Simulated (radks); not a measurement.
Problem. Valence configurations of Tm (all share [Xe]). Calculated with a radial shooting solver on a logarithmic mesh with Libxc functionals: non-relativistic Kohn-Sham, r2SCAN, spin-polarised, spherical densities, point nucleus; open shells are filled with parallel spins first (spin-orbit coupling, left out, can overturn this in heavy ions); meta-GGA in the generalised Kohn-Sham scheme; relativity is left out, which matters for an element this heavy. Order these by energy: 4f13 5d1 6s1; 4f12 5d1 6s1.5 6p0.5; 4f13 6s1.5 6p0.5; 4f13 6s2; 4f11 5d2 6s1 6p1; 4f13 6s1 6p1; 4f12.5 5d1 6s1 6p0.5; 4f10 5d1 6s2 6p2; 4f12 5d1 6s2; 4f12 5d2 6s1.

Solution. From the lowest, in eV above it: 4f13 6s2 0.000; 4f13 6s1.5 6p0.5 0.993; 4f13 6s1 6p1 1.592; 4f13 5d1 6s1 1.650; 4f12.5 5d1 6s1 6p0.5 4.576; 4f12 5d1 6s2 8.045; 4f12 5d2 6s1 8.335; 4f12 5d1 6s1.5 6p0.5 9.029; 4f11 5d2 6s1 6p1 22.631; 4f10 5d1 6s2 6p2 52.185. NIST lists [Xe] 4f13 6s2 as the ground configuration; this level of theory agrees among the configurations tried. The energies are those of spherical high-spin densities, not of single terms. Relativity is left out, which favours d and f over s occupation in heavy atoms.
